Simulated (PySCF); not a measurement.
**Phosphorus: a sound run and one with changed settings**

Sound run: P²⁺ [Ne] 3s2 3p1, P³⁺ [Ne] 3s2. Calculation: PySCF 2.14, in cc-pV(D+d)Z; the non-relativistic Hamiltonian (point nucleus). In the sound run the correlated levels freeze [Ne]. The sound run starts from symmetry-adapted Hartree-Fock orbitals and uses a fine grid where one is needed.

Changed run: the spin-free X2C one-electron Hamiltonian (Gaussian nucleus). This setting is unsound on purpose.

```csv
species,method,sound run (hartree),changed run (hartree),converged
P²⁺,UHF,-339.63941,-340.36933,yes
P²⁺,PBE,-339.98599,-340.71538,yes
P²⁺,MN15,-340.01443,-340.74356,yes
P²⁺,MP2,-339.67829,-340.40819,yes
P²⁺,CCSD(T),-339.69941,-340.42921,yes
P³⁺,UHF,-338.55303,-339.28271,yes
P³⁺,PBE,-338.87384,-339.60301,yes
P³⁺,MN15,-338.90747,-339.63646,yes
P³⁺,MP2,-338.58525,-339.31489,yes
P³⁺,CCSD(T),-338.60124,-339.33076,yes
```

Ionisation energy of P²⁺:

```csv
method,sound run (eV),changed run (eV)
UHF,29.562,29.568
PBE,30.263,30.269
MN15,30.122,30.126
MP2,29.743,29.750
SCS-MP2,29.724,29.731
CCSD,29.865,29.873
CCSD(T),29.883,29.890
```

Most of the change in total energy is the relativistic energy itself. On top of that the contraction fixes the core shape for the Hamiltonian it was made with, so the changed run is not a good calculation with the other Hamiltonian either.

For comparison, NIST gives 30.203 eV between the lowest levels.
